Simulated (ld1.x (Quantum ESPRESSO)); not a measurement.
Re (Z = 75), TM: configuration errors across variants

ld1.x (Quantum ESPRESSO) 7.5 input, shortened:

```
&input
   title='Re', zed=75., rel=1, dft='PBE', iswitch=3,
   config='[Xe] 4f14 5d5 6s2 6p0'
 /
 &inputp
   pseudotype=2, tm=.true., lloc=2,
   nlcc=.false.
 /
3
6S  1  0   2.00   0.00  2.55  2.55  0.0
6P  2  1   0.00   0.00  3.75  3.75  0.0
5D  3  2   5.00   0.00  2.25  2.25  0.0
 &test
   configts(1)='5d5 6s2 6p0'
 /
```

All-electron excitation energies from the reference (eV): (1) 5d5 6s1 6p0 9.248; (2) 5d5 6s0 6p0 25.570; (3) 5d4 6s0 6p0 52.698; (4) 5d6 6s0 6p0 9.397; (5) 5d6 6s1 6p0 0.943.

Tests that are not counted but printed errors over 1 eV. “base”: 5d4 6s2 6p1 (solver errors, printed error -2.5 eV). “wave 6s (bound): rc 2.55 bohr becomes 6s (bound): rc 2.84 bohr”: 5d4 6s2 6p1 (solver errors, printed error -2.5 eV); 5d5 6s0 6p1 (solver errors, printed error -2.7 eV). “wave 6p (bound): rc 3.75 bohr becomes 6p (bound): rc 3.36 bohr”: 5d4 6s2 6p1 (solver errors, printed error -2.5 eV). “wave 5d (bound): rc 2.25 bohr becomes 5d (bound): rc 1.36 bohr”: 5d4 6s2 6p1 (solver errors, printed error -2.5 eV); 5d5 6s0 6p1 (solver errors, printed error -2.7 eV). “core correction a·sin(br)/r model core inside 2.44 bohr”: 5d4 6s2 6p1 (solver errors, printed error -2.5 eV); 5d5 6s0 6p1 (solver errors, printed error +1.1 eV).

1 further variants failed, have other tests or too few solved ones, and are left out.

A true bound ghost makes a file unfit for plane-wave use even where its test errors are small: the radial tests pick states by their node count and pass the ghost by. Where a test does run into it, the solver fails or the error is huge.

Errors AE − PS in meV (a dash: test not solved or not reliable):

| change | (1) | (2) | (3) | (4) | (5) | bound ghosts |
| --- | --- | --- | --- | --- | --- | --- |
| base | +2.6 | +54 | +127 | -34 | -27 | s, p |
| wave 6s (bound): rc 2.55 bohr becomes 6s (bound): rc 2.84 bohr | +2.9 | +53 | +111 | -24 | -23 | s, p |
| wave 6p (bound): rc 3.75 bohr becomes 6p (bound): rc 3.36 bohr | +2.6 | +54 | +127 | -34 | -27 | s, p |
| local potential the p channel | -0.1 | +21 | -92 | -49 | -52 | none |
| wave 5d (bound): rc 2.25 bohr becomes 5d (bound): rc 1.36 bohr | +2.4 | +53 | +130 | -37 | -28 | s, p |
| core correction a·sin(br)/r model core inside 2.44 bohr | -7.5 | -21 | -49 | -64 | -33 | s, p |
| wave 6s (bound): rc 2.55 bohr becomes 6s (bound): rc 3.70 bohr | -2.6 | -12 | -162 | +55 | +20 | s, p |

(1) Give the same row for: local potential all-electron potential smoothed inside 2.65 bohr (lloc = -1).

## Answers

(1) +3.5, +51, +95, -39, -30; bound ghosts: none.
